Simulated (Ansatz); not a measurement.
One change: `CC(C)[NH][Zr]([Cl])([Cl])[NH]C(C)C` becomes `CC(C)[NH][Hf]([Cl])([Cl])[NH]C(C)C`.

Ansatz, PBE0-D4/def2-TZVP geometries, multiplicity 1. Each molecule was computed in one conformer, which needn't be the lowest.

Elements past krypton have def2 core potentials.

```csv
property,`CC(C)[NH][Zr]([Cl])([Cl])[NH]C(C)C`
HOMO energy (PBE0/def2-TZVPP) / eV,-7.08
HOMO energy (ωB97M-V/def2-TZVPP) / eV,-9.35
HOMO–LUMO gap (B3LYP/def2-TZVPP) / eV,5.38
HOMO–LUMO gap (ωB97M-V/def2-TZVPP) / eV,10.08
HOMO energy (B3LYP/def2-TZVPP) / eV,-6.85
HOMO–LUMO gap (PBE0/def2-TZVPP) / eV,5.81
```

**Question.** Give the same properties after the change, and the shifts. (Estimate.)

**Answer.** The calculation gave: 
```tsv
property	`CC(C)[NH][Hf]([Cl])([Cl])[NH]C(C)C`	shift
HOMO energy (PBE0/def2-TZVPP) / eV	-6.97	0.11
HOMO energy (ωB97M-V/def2-TZVPP) / eV	-9.24	0.11
HOMO–LUMO gap (B3LYP/def2-TZVPP) / eV	5.66	0.28
HOMO–LUMO gap (ωB97M-V/def2-TZVPP) / eV	10.31	0.23
HOMO energy (B3LYP/def2-TZVPP) / eV	-6.74	0.11
HOMO–LUMO gap (PBE0/def2-TZVPP) / eV	6.09	0.28
```

With PBE0 the HOMO rises by 0.11 eV and the LUMO rises by 0.39 eV, so the gap widens by about 0.28 eV. PBE moves the HOMO by 0.12 eV and ωB97M-V by 0.11 eV.

B3LYP here is the variant with VWN-RPA as its local correlation; programs differ in this.
